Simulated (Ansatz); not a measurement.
Ansatz results at the PBE0-D4/def2-TZVP geometry: HOMO–LUMO gap (PBE/def2-TZVPP) 2.52 eV; LUMO energy (PBE0/def2-TZVPP) -1.41 eV; HOMO energy (PBE/def2-TZVPP) -4.92 eV.

Each molecule was computed in one conformer, which needn't be the lowest.

(1) Which molecule gave them?
A. `CC[C](=O)[ZnH]`
B. `F[CH](F)[InH2]`
C. `B/C=N\BF`
D. `FC=C=S`

Results:

(1) A. The others give `B/C=N\BF`: 4.16, -1.60, -6.86; `FC=C=S`: 1.51, -2.99, -5.42; `F[CH](F)[InH2]`: 3.27, -2.08, -6.09.
